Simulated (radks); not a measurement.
Species: Gd III. Configuration: [Xe] 4f7 5d1. Method: scalar-relativistic Kohn-Sham, PBEsol, spin-polarised, spherical densities, finite nucleus; open shells are filled with parallel spins first (spin-orbit coupling, left out, can overturn this in heavy ions); Fermi nuclear charge, rms radius 5.1569 fm; computed with a radial shooting solver on a logarithmic mesh with Libxc functionals.

Unscreened Slater integrals over Kohn-Sham orbitals (eV). They are taken over the spin-up orbitals. Empty in this configuration: 6s.

integral,value
"F0(5d,5d)",10.637
"F2(5d,5d)",5.5101
"F4(5d,5d)",3.6221
"F0(5d,4f)",13.638
"F2(5d,4f)",3.3974
"F4(5d,4f)",1.6636
"G1(5d,4f)",1.6642
"G3(5d,4f)",1.3178
"G5(5d,4f)",0.99630
"F0(5d,5p)",12.445
"F2(5d,5p)",5.8921
"G1(5d,5p)",6.8217
"G3(5d,5p)",4.1960
"F0(5d,5s)",12.904
"G2(5d,5s)",4.2273
"F0(5d,6s)",8.3246
"G2(5d,6s)",2.4981
"F0(4f,4f)",29.844
"F2(4f,4f)",14.025
"F4(4f,4f)",8.7680
"F6(4f,4f)",6.2989
"F0(4f,5p)",19.032
"F2(4f,5p)",6.6244
"G2(4f,5p)",3.5016
"G4(4f,5p)",2.6937
"F0(4f,5s)",21.376
"G3(4f,5s)",4.0925
"F0(4f,6s)",9.4964
"G3(4f,6s)",0.39581
"F0(5p,5p)",15.896
"F2(5p,5p)",8.5567
"F0(5p,5s)",17.011
"G1(5p,5s)",11.359
"F0(5p,6s)",8.9753
"G1(5p,6s)",0.78099
"F0(5s,5s)",18.471
"F0(5s,6s)",9.1386
"G0(5s,6s)",0.43554
"F0(6s,6s)",7.3046

Derived for the open shells (J is the average intra-shell exchange parameter used in DFT+U). 4f: F4/F2 = 0.625, F6/F2 = 0.449, J = (286 F2 + 195 F4 + 250 F6)/6435 = 1.134 eV. 5d: Racah B = F2/49 - 5 F4/441 = 0.07138 eV, C = 35 F4/441 = 0.2875 eV, C/B = 4.03, F4/F2 = 0.657, J = (F2 + F4)/14 = 0.6523 eV.
